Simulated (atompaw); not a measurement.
## Zr: PAW (atompaw) pseudisation with LDA (PW92), scalar-relativistic reference atom.

Input for atompaw 4.2.0.5:

```
Zr 40
LDA-PW scalarrelativistic loggrid 1500 logderivrange -2 5 176
5 5 4 0 0 0
5 1 0
4 2 2
0 0 0
c
c
c
c
v
c
c
c
v
c
v
2
2.55 2.05 2.20 2.05
y
0.05
n
y
5.15
n
y
0.35
n
custom rrkj gramschmidtortho sinc
3 0 vpsmatchnc
1.55
1.55
2.55
2.55
2.55
2.55
PWSCFOUT
UPFDX 0.0125d0 UPFXMIN -7.d0 UPFZMESH 40.d0
END
```

Command:

```bash
atompaw < Zr.input > Zr.log
```

Resulting log (summary file):

```
[... start of the log left out ...]
   Valence                  :     -222.60932784771853

 PAW parameters:
       lmax =            2
         rc =    2.5620173390598304
        irc =         1098
   rc_shape =    2.0507634873210256
    rc_vloc =    2.2150181198216061
    rc_core =    2.0507634873210256
   Vloc: VPS match (norm-conservation) with l= 3;e=   0.0000E+00
   Projector type: RRKJ pseudization + Gram-Schmidt ortho.
   Sinc^2 compensation charge shape zeroed at   2.0508E+00

 Number of basis functions     6
 No.   n  nodes  l      Energy         Cp coeff         Occ
  1    5    4    0   -0.3372866E+00  0.1000000E+01  0.2000000E+01
  2  999    5    0    0.5000000E-01  0.2097209E-03  0.0000000E+00
  3    5    3    1   -0.1136911E+00  0.1000000E+01  0.0000000E+00
  4  999    4    1    0.5150000E+01  0.6128347E+00  0.0000000E+00
  5    4    1    2   -0.2745055E+00  0.1000000E+01  0.2000000E+01
  6  999    2    2    0.3500000E+00  0.5510986E+00  0.0000000E+00

 Eigenvalues of overlap operator (in the basis of projectors):
    1       -1.11561868E-02
    2        1.91313859E-01
    3        5.91148310E-01
    4        3.66126619E+00
    5        7.10774226E+00
    6        8.17700594E+02

The overlap operator has at least one negative eigenvalue!
It might be not positive definite...
Program is stopping.
This probably means that your projectors are too similar
or that your PAW basis is incomplete.
Advice: try to change your input parameters (f.i. : reference energies).
```

The run stopped because the overlap operator built from these waves and projectors is not positive definite.

The run took about 6.6 s on one core of a shared server CPU.
